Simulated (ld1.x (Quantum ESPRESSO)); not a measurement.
**Which change was made? (Mn, TM)**

ld1.x (Quantum ESPRESSO) 7.5 input, shortened:

```
&input
   title='Mn', zed=25., rel=2, dft='PZ', iswitch=3,
   config='[Ar] 3d5 4s2 4p0', rel_dist='average'
 /
 &inputp
   pseudotype=2, tm=.true., lloc=1,
   nlcc=.false.
 /
3
4S  1  0   2.00   0.00  2.60  2.60  0.0
3D  3  2   5.00   0.00  1.95  1.95  0.0
3P  2  1   6.00   0.00  1.35  1.35  0.0
 &test
   configts(1)='3p6 3d5 4s2 4p0'
 /
```

Open shells are filled in proportion to 2j + 1 (rel_dist='average').

Cutoffs, loose and tight: the cutoffs (Ry, on a coarse ladder) from which the occupation-weighted sum of valence levels, in a spherical-Bessel basis at the reference potential, stays within 10 and 1 mRy of its value at 400 Ry. They do not see the model core or the augmentation charge, which bear on the density cutoff. Test errors are all-electron minus pseudo excitation energies from the reference, over the configurations 3p6 3d5 4s1 4p0; 3p6 3d5 4s0 4p0; 3p6 3d4 4s0 4p0; 3p6 3d5 4s1 4p1; 3p6 3d6 4s1 4p0; 3p6 3d5 4s0 4p2; 3p6 3d3 4s0 4p0; variants that change the core or the reference have their own tests.

The base gives: outcome: generated, misses its reference levels by 0.86 eV; cutoff, loose: 70 Ry; cutoff, tight: 120 Ry; bound ghosts: s; largest test error (meV): +638.

Q: After one change the result is: outcome: generated, misses its reference levels by 0.86 eV; cutoff, loose: 70 Ry; cutoff, tight: 120 Ry; bound ghosts: s; largest test error (meV): -591. Which change was it?
A. wave 4s (bound): rc 2.60 bohr becomes 4s (bound): rc 3.34 bohr
B. wave 4s (bound): rc 2.60 bohr becomes 4s (bound): rc 3.04 bohr
C. wave 4s (bound): rc 2.60 bohr becomes 4s (bound): rc 3.88 bohr
D. wave 4s (bound): rc 2.60 bohr becomes 4s (bound): rc 2.74 bohr

A: C. The others give: wave 4s (bound): rc 2.60 bohr becomes 4s (bound): rc 3.04 bohr → outcome: generated, misses its reference levels by 0.86 eV; cutoff, loose: 70 Ry; cutoff, tight: 120 Ry; bound ghosts: s; largest test error (meV): +380 | wave 4s (bound): rc 2.60 bohr becomes 4s (bound): rc 2.74 bohr → outcome: generated, misses its reference levels by 0.86 eV; cutoff, loose: 70 Ry; cutoff, tight: 120 Ry; bound ghosts: s, p1/2 (extra level of the local part); largest test error (meV): +577 | wave 4s (bound): rc 2.60 bohr becomes 4s (bound): rc 3.34 bohr → outcome: generated, misses its reference levels by 0.86 eV; cutoff, loose: 70 Ry; cutoff, tight: 120 Ry; bound ghosts: s; largest test error (meV): -181.
